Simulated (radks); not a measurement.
Minus the highest occupied eigenvalue as an estimate of the ionisation energy, Pt20+ to Pt39+. The LB94 potential has the -1/r tail that LDA and GGA lack but no energy functional. All-electron calculation, non-relativistic Kohn-Sham, LB94 model potential, spin-polarised, spherical densities, point nucleus; open shells are filled with parallel spins first (spin-orbit coupling, left out, can overturn this in heavy ions); relativity is left out, which matters for an element this heavy. Program: a radial shooting solver on a logarithmic mesh with Libxc functionals.

species,configuration,HOMO,-e(HOMO) (eV),<r> (bohr),"IE, NIST (eV)",kind
Pt20+,[Kr] 4d10 4f12,4f down,571.65,0.462,550,theory
Pt21+,[Kr] 4d10 4f11,4f down,616.38,0.454,610,theory
Pt22+,[Kr] 4d10 4f10,4f down,662.26,0.447,660,theory
Pt23+,[Kr] 4d10 4f9,4f down,709.27,0.440,710,theory
Pt24+,[Kr] 4d10 4f8,4f down,757.38,0.433,760,theory
Pt25+,[Kr] 4d10 4f7,4f up,815.33,0.426,820,theory
Pt26+,[Kr] 4d10 4f6,4f up,866.15,0.420,870,theory
Pt27+,[Kr] 4d10 4f5,4f up,918.04,0.414,930,theory
Pt28+,[Kr] 4d10 4f4,4f up,970.99,0.408,980,theory
Pt29+,[Kr] 4d10 4f3,4f up,1025.0,0.402,1040,theory
Pt30+,[Kr] 4d10 4f2,4f up,1080.0,0.397,1090,theory
Pt31+,[Kr] 4d10 4f1,4f up,1136.0,0.392,1140,theory
Pt32+,[Kr] 4d10,4d,1407.8,0.415,1402,theory
Pt33+,[Kr] 4d9,4d down,1461.8,0.412,1454,theory
Pt34+,[Kr] 4d8,4d down,1516.3,0.408,1509,theory
Pt35+,[Kr] 4d7,4d down,1571.5,0.405,1567,theory
Pt36+,[Kr] 4d6,4d down,1627.1,0.402,1624,theory
Pt37+,[Kr] 4d5,4d up,1691.8,0.400,1680,theory
Pt38+,[Kr] 4d4,4d up,1748.9,0.397,1763,theory
Pt39+,[Kr] 4d3,4d up,1806.6,0.394,1821,theory

Reference values: NIST Atomic Spectra Database (exp. = measured, semi-emp. = semi-empirical, theory = theoretical value adopted there). Relativity is left out here, which matters for elements this heavy. Open shells are spherical and high-spin; term and fine-structure splittings are not resolved.
